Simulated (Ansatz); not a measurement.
Start from `[CH3][Sn]([CH3])([CH3])[Br]` and change one element to get `[CH3][Sn]([CH3])([CH3])[I]`.

Ansatz, PBE0-D4/def2-TZVP geometries, multiplicity 1. 

Elements past krypton have def2 core potentials. Outer-core shells of Br, I, Sn are correlated without core-valence functions. Scalar relativity is left out up to krypton. Spin–orbit coupling is left out.

| property | `[CH3][Sn]([CH3])([CH3])[Br]` |
| --- | --- |
| LUMO energy (ωB97M-V/def2-TZVPP) / eV | 1.72 |
| HOMO energy (PBE0/def2-TZVPP) / eV | -7.61 |
| HOMO–LUMO gap (PBE/def2-TZVPP) / eV | 5.42 |
| HOMO–LUMO gap (B3LYP/def2-TZVPP) / eV | 7.01 |
| vertical ionisation energy (CCSD(T)/def2-TZVPP) / eV | 9.77 |
| HOMO energy (ωB97M-V/def2-TZVPP) / eV | -9.80 |

Question: What does the change do to each property? (Estimate.)

Answer: The calculation gave: 
| property | `[CH3][Sn]([CH3])([CH3])[I]` | shift |
| --- | --- | --- |
| LUMO energy (ωB97M-V/def2-TZVPP) / eV | 1.36 | -0.36 |
| HOMO energy (PBE0/def2-TZVPP) / eV | -7.10 | 0.51 |
| HOMO–LUMO gap (PBE/def2-TZVPP) / eV | 4.67 | -0.75 |
| HOMO–LUMO gap (B3LYP/def2-TZVPP) / eV | 6.13 | -0.88 |
| vertical ionisation energy (CCSD(T)/def2-TZVPP) / eV | 9.12 | -0.65 |
| HOMO energy (ωB97M-V/def2-TZVPP) / eV | -9.23 | 0.57 |

With PBE0 the HOMO rises by 0.51 eV and the LUMO falls by 0.41 eV, so the gap narrows by about 0.92 eV. PBE moves the HOMO by 0.40 eV and ωB97M-V by 0.57 eV.

B3LYP here is the variant with VWN-RPA as its local correlation; programs differ in this.
